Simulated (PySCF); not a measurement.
# Finite-field polarisability of B (boron, neutral)

[He] 2s2 2p1, 2P determinant. Computed with PySCF 2.14 in aug-cc-pVDZ, with the non-relativistic Hamiltonian (point nucleus). Frozen: 1s2. Energy changes in a uniform field (μhartree):

| axis | F (au) | HF | MP2 | CCSD | CCSD(T) |
| --- | --- | --- | --- | --- | --- |
| x | 0.0032 | -102.795 | -89.571 | -92.024 | -92.632 |
| x | 0.0064 | -411.201 | -358.867 | -368.236 | -370.650 |
| y | 0.0028 | -98.549 | -96.658 | -95.310 | -95.575 |
| y | 0.0056 | -394.765 | -387.277 | -381.999 | -383.068 |

By symmetry the remaining axis equals x.

Task: Derive α along x at CCSD(T) from the two fields.

Result: With ΔE = −αF²/2 − γF⁴/24, α = −(16 ΔE(F) − ΔE(2F))/(6F²) = 18.09 bohr³.

Task: And the mean polarisability at each level?

Result: The components xx, yy, zz at CCSD(T) are 18.09, 24.36, 18.09, the third axis being equal by symmetry to one of the two computed. Means: HF 21.76, MP2 19.87, CCSD 20.08, CCSD(T) 20.18 bohr³. Reference: 20.5 ± 0.1 bohr³ (recommended; Schwerdtfeger and Nagle, table of static dipole polarizabilities (2023 update)).

A double-zeta set is small for polarisabilities.
